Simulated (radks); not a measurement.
The numbers below are computed, except where a source is named.
Problem. Tc+, 42 electrons, occupied as [Ar] 3d10 4s2 4p4 4d5 5s1 6s2 (not the ground configuration). Code: a radial shooting solver on a logarithmic mesh with Libxc functionals. Model: Dirac Kohn-Sham, LDA (Slater exchange, Perdew-Wang correlation), spin-unpolarised, spherical densities, finite nucleus; open shells are shared between the two j in proportion to 2j + 1; Fermi nuclear charge, rms radius 4.4112 fm. Some entries of the table are withheld. Estimate them.

orbital,occ.,eigenvalue (eV),<r> (bohr),<r^2> (bohr^2)
1s1/2,2,-20862.49,0.03432,0.001589
2s1/2,2,-3003.423,0.1494,0.02637
2p1/2,2,-2774.158,0.1271,0.01985
2p3/2,4,-2656.052,0.1318,0.02121
3s1/2,2,-548.0459,0.4158,0.1981
3p1/2,2,-459.7878,0.4093,0.1951
3p3/2,4,-440.0000,0.4199,0.2051
3d3/2,4,-283.1457,0.3967,0.1889
3d5/2,6,-279.3348,0.4002,0.1920
4s1/2,2,-100.8182,1.037,1.216
4p1/2,1.33333,-74.2316,1.115,1.420
4p3/2,2.66667,-71.0109,1.142,1.489
4d3/2,2,(1),1.437,2.421
4d5/2,3,(2),1.448,2.458
5s1/2,1,-20.4777,2.559,7.361
5p1/2,0,-14.2286,2.986,10.08
5p3/2,0,-13.7672,3.056,10.56
6s1/2,2,-6.4735,(3),35.75
5d3/2,0,-6.2010,4.658,24.57
5d5/2,0,-6.1617,4.683,24.83
7s1/2,0,-2.3307,10.49,(4)

Solution. 
(1) 4d3/2 eigenvalue (eV): -30.6400
(2) 4d5/2 eigenvalue (eV): -30.2409
(3) 6s1/2 <r> (bohr): 5.678
(4) 7s1/2 <r^2> (bohr^2): 122.7
